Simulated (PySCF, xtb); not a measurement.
CH₅MgNS, SMILES C[S][Mg][NH2]. The values are those of a single conformer.

Harmonic wavenumbers (cm⁻¹) from GFN2-xTB (xtb) at its own minimum, in rising order: 50, 72, 87, 94, 157, 326, 482, 490, 543, 720, 941, 950, 1312, 1439, 1451, 1531, 2976, 2983, 3026, 3346, 3387.

What does PySCF 2.14.0 with ωB97X-D3(BJ)/def2-SVP give at its own minimum? (An estimate is asked for; the answer gives what the named calculation found.)

47, 82, 115, 131, 182, 376, 384, 529, 741, 758, 968, 980, 1360, 1469, 1476, 1543, 3074, 3175, 3182, 3598, 3674. Paired by order, the mean absolute difference is 80 cm⁻¹ and the zero-point energies are 37.7 and 39.8 kcal/mol.
